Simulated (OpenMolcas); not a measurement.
# 5s2 5p along the 49-electron sequence

```json
{"Program": "OpenMolcas 26.06", "Method": "MS-CASPT2, IPEA 0.25 Eh, imaginary shift 0.1 Eh", "Basis": "ANO-R2", "Scalar Hamiltonian": "X2C, finite nucleus", "Spin-orbit coupling": "RASSI with atomic mean-field integrals over the reference wave functions, term energies averaged over their components"}
```

Active space for each ion: 3 electrons in 4 orbitals (5s 5p); closed shells correlated by CASPT2: 4d.

Computed levels in cm-1 above 2P* 1/2:

```
                                Level  Sb2+  Te3+    I4+   Xe5+
                              2P* 3/2  5730  8110  10830  13950
weight of 2P* in the lowest level (%)   100   100    100    100
```

Measured, with the error of the calculation in %. Measured levels: Sb2+, Te3+ from Moore, Atomic Energy Levels, vol. III, NSRDS-NBS 35 (1971 reprint of NBS Circular 467, 1958); Xe5+ from Saloman, J. Phys. Chem. Ref. Data 33, 765 (2004).

```json
{"Level": "2P* 3/2", "Sb2+": "6576 (-12.8)", "Te3+": "9223 (-12.0)", "Xe5+": "15599 (-10.6)"}
```

The fine-structure level 2P* 3/2 changes by a factor of 2.43 from Sb2+ to Xe5+. Its fourth root runs 8.70, 9.49, 10.20, 10.87, with steps per unit of Z of 0.79, 0.71, 0.67; equal steps would mean a (Z - σ)^4 law with constant σ.

Over all roots computed the reference weight is 0.86 to 0.94 in Sb2+, 0.86 to 0.94 in Te3+, 0.86 to 0.95 in I4+, 0.86 to 0.95 in Xe5+; the roots of lowest weight are the least certain, and an intruder state may touch them. Computed and measured levels are paired by configuration, term and J; levels that our copy of the source lacks, or whose pairing is in doubt (as where it misses far off the trend of its configuration), stay unpaired and out of the deviations. Only configurations of the active space appear.

* marks odd parity.
